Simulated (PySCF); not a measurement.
Compound: C5H8NO (doublet state).
Numbering: `[CH2:1][N:2]([CH:3]=[O:4])[CH2:5][CH:6]=[CH2:7]` (hydrogens: H8, H9 on C1; H10 on C3; H11, H12 on C5; H13 on C6; H14, H15 on C7)

Geometry (GFN2-xTB, Å), atoms numbered from 1 in this order:
```xyz
15
C5H8NO angstrom
C     -1.1591    0.0081    1.5275
N     -1.0321   -0.2253    0.2051
C     -1.8597   -1.0588   -0.4896
O     -1.7609   -1.2802   -1.6823
C      0.0489    0.4257   -0.5209
C      1.3896   -0.0454   -0.0464
C      2.3928    0.7571    0.2527
H     -0.4613    0.6597    2.0094
H     -1.9437   -0.4748    2.0732
H     -2.6352   -1.5104    0.1465
H     -0.0403    1.5103   -0.4125
H     -0.0894    0.1534   -1.5741
H      1.4941   -1.1195    0.0268
H      2.3031    1.8289    0.1788
H      3.3487    0.3793    0.5717
```

The hyperfine couplings belong to this conformer and change with its torsions.

Computed, not measured: PySCF 2.14.0, UKS B3LYP, pcH-1 on C H N O, non-relativistic, mean-field spin-orbit, GIAO. One conformer (not necessarily the lowest) at the GFN2-xTB geometry, without solvent, vibrations or thermal averaging. A GFN2-xTB geometry isn't a minimum of the functional, and hyperfine couplings can be far from their values at a DFT geometry. Stability of the SCF solution: not tested.

Largest spin populations (Mulliken): C1 (+0.87) and O4 (+0.13). No atom but C1 exceeds +0.15. The angles at C1 add up to 360.0°, so it is planar; its axial dipolar tensor and the negative couplings of its protons fit spin in a p orbital normal to that plane.

(1) McConnell's relation a(H) = Q·ρ ties the coupling of a proton on a planar π carbon to the spin population of that carbon. What Q do the computed values give?

## Answers

(1) 
```
 H   C    ρ(C)  a(H) (G)  a/ρ (G)
H8  C1  +0.874    -20.58    -23.5
H9  C1  +0.874    -19.68    -22.5
```

These protons share one ρ (within 0.01), so their mean ratio, Q = -23.0 G, is no test of linearity.

Couplings in gauss use g_iso = 2.0031.
